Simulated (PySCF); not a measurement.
Calculation: PBE-D3(BJ)/def2-TZVP // PBE0-D4/def2-TZVP run with PySCF 2.14.0. Gas-phase values, no solvent. 

Reference species (SMILES): `[Cl][Ga]([F])[F]` (neutral, multiplicity 1).

* **dipole moment**: 0.95 D

Changed species: `[F][Ga]([Cl])[Cl]` (whole molecule; the reference has whole molecule).

Give the shifts of the dipole moment.

the dipole moment falls by 0.14 D, to 0.81 D.
